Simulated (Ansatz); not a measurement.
Species: C5H5F, SMILES `C#C/C=C/CF` (C–C–C–F torsion 123°) (charge 0, multiplicity 1).

Question: Give a relaxed geometry from B3LYP-D3(BJ)/def2-TZVP in Ansatz (a first-principles code).

Answer: One answer among several that fit: the end point of this relaxation, one of several conformers (outside a Z-matrix the atoms follow the SMILES, hydrogens last).
Bonded distances (Å): C1–C2 1.203, C1–H7 1.062, C2–C3 1.417, C3–C4 1.336, C3–H8 1.087, C4–C5 1.486, C4–H9 1.084, C5–F6 1.402, C5–H10 1.094, C5–H11 1.092. Bond angles (°): C2–C1–H7 179.5, C1–C2–C3 178.4, C2–C3–C4 124.5, C2–C3–H8 116.2, C4–C3–H8 119.4, C3–C4–C5 123.0, C3–C4–H9 120.3, C5–C4–H9 116.8, C4–C5–F6 110.0, C4–C5–H10 111.3, C4–C5–H11 111.6, F6–C5–H10 106.5, F6–C5–H11 107.8, H10–C5–H11 109.3.
